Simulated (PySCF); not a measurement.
# Circular dichroism: `[Si@@H]1(C)CC[Si@@H]1[SiH2]P`, C3H13PSi3

Geometry:
| atom | x (Å) | y (Å) | z (Å) |
| --- | --- | --- | --- |
| C1 | -1.654 | 2.080 | -0.291 |
| Si2 | -1.303 | 0.390 | -1.095 |
| C3 | -2.075 | -1.092 | -0.135 |
| C4 | -0.819 | -1.850 | 0.354 |
| Si5 | 0.611 | -0.779 | -0.386 |
| Si6 | 2.126 | -0.005 | 1.208 |
| P7 | 3.996 | 0.835 | 0.308 |
| H8 | -1.371 | 2.084 | 0.757 |
| H9 | -1.098 | 2.870 | -0.787 |
| H10 | -2.708 | 2.337 | -0.348 |
| H11 | -1.765 | 0.460 | -2.494 |
| H12 | -2.690 | -1.729 | -0.768 |
| H13 | -2.707 | -0.792 | 0.699 |
| H14 | -0.817 | -2.878 | -0.002 |
| H15 | -0.792 | -1.905 | 1.442 |
| H16 | 1.317 | -1.557 | -1.431 |
| H17 | 2.623 | -0.975 | 2.196 |
| H18 | 1.589 | 1.119 | 1.993 |
| H19 | 3.344 | 1.598 | -0.641 |
| H20 | 4.187 | -0.201 | -0.583 |

Theory: TDDFT PBE0/def2-SVPD circular dichroism and optical rotation, one conformer, gas phase (PySCF). Geometry: GFN2-xTB.

The molecule is flexible and this is one conformer; a measurement averages over conformers. States above about 6.9 eV (minus the energy of the highest occupied orbital) lie near or above the ionisation threshold and depend on the basis.

(1) What are the CIP labels of the stereocentres?

(2) Which excitations and rotatory strengths does the calculation give?

Results:

(1) Si2 R, Si5 S.

(2) Rotatory strengths R in 10⁻⁴⁰ esu² cm², velocity form and length form (origin at the centre of mass); f in length form.
```tsv
state	E (eV)	λ (nm)	f	R (velocity)	R (length)	main
1	5.06	245	0.019	-6.0	-6.0	HOMO→LUMO 0.96
2	5.49	226	0.066	+18.5	+18.7	HOMO→LUMO+1 0.85, HOMO−1→LUMO 0.08
3	5.79	214	0.196	+25.4	+24.9	HOMO−1→LUMO 0.73, HOMO→LUMO+2 0.11
4	5.86	212	0.026	+2.3	+1.3	HOMO→LUMO+2 0.78, HOMO−1→LUMO+1 0.09
5	5.92	210	0.056	-24.1	-23.6	HOMO−2→LUMO 0.48, HOMO−1→LUMO+1 0.35
6	6.05	205	0.031	-3.8	-3.9	HOMO−1→LUMO+1 0.47, HOMO−2→LUMO 0.44
7	6.35	195	0.038	-21.9	-20.6	HOMO→LUMO+3 0.47, HOMO→LUMO+6 0.22
8	6.41	193	0.107	-92.2	-90.3	HOMO−1→LUMO+2 0.69
9	6.44	192	0.036	+52.1	+49.2	HOMO→LUMO+3 0.27, HOMO→LUMO+6 0.19
10	6.50	191	0.117	-5.7	-5.6	HOMO−2→LUMO+1 0.58, HOMO→LUMO+6 0.14
11	6.64	187	0.009	-50.9	-49.4	HOMO→LUMO+6 0.25, HOMO−2→LUMO+2 0.24
12	6.68	186	0.082	-23.4	-23.1	HOMO→LUMO+5 0.64, HOMO→LUMO+4 0.18
13	6.75	184	0.125	-14.8	-14.5	HOMO−3→LUMO 0.68
14	6.87	181	0.028	+17.8	+18.3	HOMO−1→LUMO+3 0.78
15	6.92	179	0.103	-87.7	-86.1	HOMO−2→LUMO+2 0.50, HOMO→LUMO+4 0.09
16	7.07	175	0.014	+1.8	+1.8	HOMO→LUMO+7 0.78
```

Among the states computed, the strongest CD band (largest |R|) is state 8. The largest dissymmetry factor in size, g = 4R/(D+G), with D and G the electric and magnetic dipole strengths, is -0.054 for state 11 (velocity form, f = 0.010), among bands with |R| over 0.5. The mirror image has the same energies and oscillator strengths and all R with the opposite sign.
